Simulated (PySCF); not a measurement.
# C7H9PS: core ionisation energies

Species: C₇H₉PS.
Numbering: `[CH3:1][S:2][c:3]1[cH:4][cH:5][c:6]([CH3:7])[cH:8][p:9]1`

Method used: delta-SCF UKS SCAN, pcX-2 on the ionised atom, pcseg-1 elsewhere, spin-free X2C (PySCF 2.14.0). Each binding energy is the total energy of the core-ionised species, with the hole localised on one atom, minus that of the ground state; both are solved self-consistently, so orbital relaxation is included.

What binding energy does each computed site have?

```tsv
atom(s)	bonded to	level	binding energy (eV)	2p1/2 (eV)	above the level's lowest (eV)	count
S2	2 C	S 1s	2476.97	–	0.00	1
P9	2 C (aromatic in the SMILES)	P 1s	2148.93	–	0.00	1
C1	S and 3 H	C 1s	291.19	–	+1.43	1
C7	C and 3 H	C 1s	290.69	–	+0.93	1
C3	S, C (aromatic in the SMILES) and P (aromatic in the SMILES)	C 1s	290.53	–	+0.77	1
C6	2 C (aromatic in the SMILES) and C	C 1s	290.20	–	+0.44	1
C4	2 C (aromatic in the SMILES) and H	C 1s	290.17	–	+0.41	1
C5	2 C (aromatic in the SMILES) and H	C 1s	290.08	–	+0.32	1
C8	C (aromatic in the SMILES), H and P (aromatic in the SMILES)	C 1s	289.76	–	0.00	1
P9	2 C (aromatic in the SMILES)	P 2p3/2	135.42	136.31	0.00	1
```

Lowest listed C 1s: C8, bonded to C (aromatic in the SMILES), H and P (aromatic in the SMILES). Highest, 1.43 eV above it: C1, bonded to S and 3 H. Summing the Pauling electronegativity differences to the bonded atoms, each weighted by its formal bond order, gives -0.89 for the lowest site and -1.02 for the highest; the largest sum, 0.00, belongs to C6, 0.99 eV below the top. The smallest sum, -1.05, belongs to C7, 0.93 eV above the lowest. The values 290.17 and 290.20 eV lie too close for their order to be trusted.

Which photon energy gives electrons from P 1s of P9 a kinetic energy of 20 eV, and what is their de Broglie wavelength?

hν = 2148.93 + 20 = 2168.93 eV, recoil neglected; λ = 12.264 Å/√(E/eV) = 2.74 Å.

Not every level is listed. Spin contamination (⟨S²⟩ against 0.75 for a pure doublet) is marked for C 1s of C3 (0.87), which makes this value less certain. The 2p values aren't plain energy differences: one relaxed spin-free 2p hole is combined with a matrix within the shell (ground-state 2p orbital-energy differences and spin–orbit coupling). 2p3/2, the mean of its two sublevels, lies a third of the splitting below the shell's mean and 2p1/2 two thirds above it; the statistical areas are 2:1. 2p1/2 minus 2p3/2 (ligand field included): P 0.89 eV. Isolated species at its PBE0-D3(BJ)/def2-SVP geometry (one conformer only).

Shape of the structure used: `[CH3:1][S:2][c:3]1[cH:4][cH:5][c:6]([CH3:7])[cH:8][p:9]1`: C1–S2–C3–C4 180°.
